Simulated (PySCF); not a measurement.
GeH2, SMILES [GeH2] (connectivity only; charge and spin as stated), charge -1, multiplicity 2.

Coordinates come from a TPSSh-D3(BJ)/def2-TZVPD optimisation. The spin state was assumed, not searched. The isomer is the one that the SMILES or the coordinates give; other isomers of the formula were not compared.

Two levels are set side by side: PBE/def2-TZVPD (PySCF) and r2SCAN/def2-TZVPD (PySCF). Same geometry, gas phase. Differences are taken from unrounded values.

| quantity | r2SCAN |
|---|---|
| α-spin orbital gap (eV) | 3.30 |
| β-spin orbital gap (eV) | 3.29 |
| mean polarisability (bohr³) | 72.7 |

Problem. What does PBE give, and how far is it from r2SCAN? (The exact figures need the calculation; the answer reports its results.)

Solution. 
| quantity | PBE | PBE minus r2SCAN |
|---|---|---|
| α-spin orbital gap (eV) | 2.28 | -1.02 |
| β-spin orbital gap (eV) | 2.67 | -0.62 |
| mean polarisability (bohr³) | 75.6 | 2.9 |

Rough cost on one machine, each run with all the roots and properties that it gave: r2SCAN against PBE about 2 times.
